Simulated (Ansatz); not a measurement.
**Scan of the C2–Te3 bond length**

CH2STe (SMILES S=C[TeH]), singlet, at its PBE0-D4/def2-TZVP minimum:

```csv
atom,x (Å),y (Å),z (Å)
S1,-0.8594,-1.8836,-0.7077
C2,-0.3591,-0.5366,0.0108
Te3,0.9803,0.8251,-0.8119
H4,-0.6997,-0.2421,1.0038
H5,0.9379,1.8372,0.5049
```

The bond length C2–Te3 (2.080 Å at the minimum) is set to the values below, the two halves moving rigidly along the bond. Each method's energies count from its own value at the PBE0-D4 minimum structure. Computed with Ansatz 0.2.0 (basis: def2-TZVPP); correlated methods freeze the cores. Filled d shells of the heavier atoms are correlated. Core potentials replace the inner electrons of the atoms past krypton. The def2 sets are not built for correlating such inner shells, so the correlated values are less sure here. B3LYP uses VWN-RPA correlation.

```csv
bond length (Å),CCSD(T) (eV),r2SCAN-D4 (eV)
1.789,?,1.054
1.850,0.629,0.601
1.940,?,0.202
2.044,0.017,0.016
2.160,?,0.026
2.285,0.191,0.181
2.418,0.452,0.429
2.558,0.762,0.729
2.704,1.083,1.049
```

(1) Fill in the withheld CCSD(T) values. (An estimate is asked for; the value comes from the calculation.)

(1) The calculation gives: 1.099 eV at 1.789 Å; 0.213 eV at 1.940 Å; 0.027 eV at 2.160 Å. These count from the CCSD(T) energy at the PBE0-D4 minimum.

Minimum and curvature along this coordinate at CCSD(T): A fifth-order fit through the nearest points gives 2.094 Å, with a curvature of about 14 eV/Å².

Q: Treat the two halves as rigid bodies and work out the harmonic wavenumber of this stretch from that curvature (ν̃ = 521.5 √(k/μ) cm⁻¹ with k in eV/Å² and μ in u).

A: The halves weigh 45.09 and 128.61 u, so μ = 45.09 × 128.61/173.70 = 33.385 u and ν̃ = 521.5 √(14/33.385) ≈ 340 cm⁻¹. A true normal mode mixes in other motions, so this is a guide only.

Largest difference from the CCSD(T) curve over the scan: PBE-D4 0.133; PBE0-D4 0.114; B3LYP-D4 0.067; wB97M-V 0.196 eV. Each curve counts from its own value at the minimum.

No T1 diagnostic of these runs exceeds 0.020. The restricted Hartree–Fock reference is unstable towards an unrestricted one here.

For scale, one of the runs: CCSD(T)/def2-TZVPP, 151 basis functions, launched by `ansatz run in.yaml --threads 2 --pin off --events-out ev --progress --plain --max-ram 4352MiB`. Time: 20 s of wall clock on 2 CPU threads of an Intel Xeon 6975P-C; the host was shared. Peak host memory: 1.1 GiB.
